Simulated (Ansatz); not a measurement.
`CCN(C)B(F)F`. The species carries charge 0 and has multiplicity 1. All single points use the PBE0-D4/def2-TZVP geometry. It is one conformer, not always the lowest.

```xyz
15

C    -0.732   -0.582   -1.724
C    -0.743    0.296   -0.492
N     0.311    0.071    0.484
C     0.196    0.969    1.615
B     1.348   -0.861    0.433
F     2.241   -0.933    1.424
F     1.528   -1.723   -0.567
H    -0.837   -1.638   -1.475
H    -1.576   -0.297   -2.356
H     0.182   -0.461   -2.305
H    -0.694    1.349   -0.801
H    -1.706    0.180    0.023
H     0.262    2.013    1.288
H     0.989    0.781    2.335
H    -0.770    0.837    2.116
```

Question: What is the dipole moment at ωB97M-V/def2-TZVPP? (Best estimate.)

Answer: Ansatz gave: 2.64 D, with components (-2.03, 1.69, -0.09) D in this frame, pointing from negative to positive charge.

Question: And with PBE, r2SCAN, B3LYP? (Best estimate.)

Answer: The calculation gave: PBE 2.63 D, r2SCAN 2.65 D, B3LYP 2.70 D.

Question: Give the Mulliken charges with ωB97M-V, B3LYP, PBE in def2-TZVPP. (Estimate.)

Answer: Computed: 
```tsv
atom	ωB97M-V	B3LYP	PBE
C1	-0.33	-0.24	-0.23
C2	-0.09	-0.04	-0.07
N3	-0.12	-0.12	-0.04
C4	-0.24	-0.18	-0.18
B5	0.43	0.43	0.33
F6	-0.27	-0.27	-0.23
F7	-0.26	-0.27	-0.23
H8	0.12	0.09	0.09
H9	0.10	0.08	0.08
H10	0.12	0.09	0.09
H11	0.10	0.07	0.06
H12	0.10	0.07	0.06
H13	0.12	0.09	0.09
H14	0.12	0.10	0.10
H15	0.12	0.09	0.09
```

B3LYP here is the variant with VWN-RPA as its local correlation; programs differ in this.
